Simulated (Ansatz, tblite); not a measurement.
Isomers of Cd₅O₅ (singlet), found by a short tight-binding search and relaxed with PBE0-D4/def2-SVP in Ansatz.

In the def2 sets Cd takes a core potential; there is no spin–orbit coupling. The xTB rows come from tblite. HSE06 is defined as in plane-wave codes, on full-range PBE exchange. Correlated methods freeze 5 core orbitals; core or outer-core shells of Cd are correlated, in sets that lack core-valence functions.

Run but left out: HF/def2-SVP (A: restricted singlet, unstable towards broken spin symmetry).

A: The restricted singlet is unstable towards broken spin symmetry in Hartree–Fock (as tested in another run); at PBE-D4/def2-TZVP, r2SCAN-D4/def2-TZVP, PBE0-D4/def2-TZVP, HSE06-D4/def2-TZVP this wasn't settled. At MP2/def2-SVP the restricted singlet (for correlated methods, its reference) is unstable: a solution with broken spin symmetry lies lower. It holds 3 O–O bonds. B: The restricted singlet is unstable towards broken spin symmetry in Hartree–Fock (as tested in another run); at PBE-D4/def2-TZVP, r2SCAN-D4/def2-TZVP, PBE0-D4/def2-TZVP, HSE06-D4/def2-TZVP this wasn't settled. At MP2/def2-SVP the restricted singlet (for correlated methods, its reference) is unstable: a solution with broken spin symmetry lies lower. It holds 2 O–O bonds. C: The restricted singlet is unstable towards broken spin symmetry in Hartree–Fock (as tested in another run); at PBE-D4/def2-TZVP, r2SCAN-D4/def2-TZVP, PBE0-D4/def2-TZVP, HSE06-D4/def2-TZVP this wasn't settled. At MP2/def2-SVP the restricted singlet (for correlated methods, its reference) is unstable: a solution with broken spin symmetry lies lower. It holds 3 O–O bonds.

Other spin states weren't relaxed.

A:

```xyz
10

Cd   -0.078    1.723   -0.990
Cd    2.766    2.188   -0.715
Cd    2.769    0.336    1.371
Cd    2.188   -1.091   -1.683
Cd    0.174   -0.585    1.427
O    -2.563    0.381    0.413
O    -1.730   -1.271   -0.387
O    -1.411   -1.952    0.727
O    -0.627   -0.709   -0.886
O    -1.490    0.981    0.721
```

B:

```xyz
10

Cd    0.6814    2.3545   -2.7545
Cd   -1.6796    1.9860   -1.1549
Cd    1.7787   -0.7187    0.0575
Cd   -2.1180   -0.0700    0.5297
Cd   -0.3518   -2.5799    1.0760
O     0.6208    1.7357    0.1996
O    -2.2164   -1.9496    1.2929
O     0.1092    0.6418    0.8939
O     1.5879   -2.6365    0.5904
O     1.5878    1.2366   -0.7305
```

C:

```tsv
atom	x (Å)	y (Å)	z (Å)
Cd1	-1.286	0.831	-0.359
Cd2	-0.729	-1.524	2.719
Cd3	0.882	2.606	-0.248
Cd4	-1.050	-2.281	-0.912
Cd5	-3.186	0.157	1.616
O6	1.326	0.614	-1.836
O7	0.495	0.296	1.061
O8	2.150	-0.069	-0.389
O9	0.194	0.013	-1.897
O10	1.204	-0.643	0.246
```

Q: Estimate their order by electronic energy at PBE0-D4/def2-TZVP, counted from the lowest.

A: B (0.0) < A (304.6) < C (311.0), in kJ/mol.

Q: Do the other levels pick the same lowest one?

A: Not GFN1-xTB. Energies above each level's lowest (kJ/mol):

```csv
level,A,B,C
GFN1-xTB,59.9,172.5,0.0
GFN2-xTB,247.8,0.0,125.4
PBE-D4/def2-TZVP,229.3,0.0,222.4
r2SCAN-D4/def2-TZVP,298.0,0.0,308.9
PBE0-D4/def2-TZVP,304.6,0.0,311.0
HSE06-D4/def2-TZVP,300.7,0.0,307.0
MP2/def2-SVP,381.8,0.0,416.1
```
Point groups (tolerance 0.1 Å): A not assigned, B not assigned, C not assigned. Lower isomers may exist.
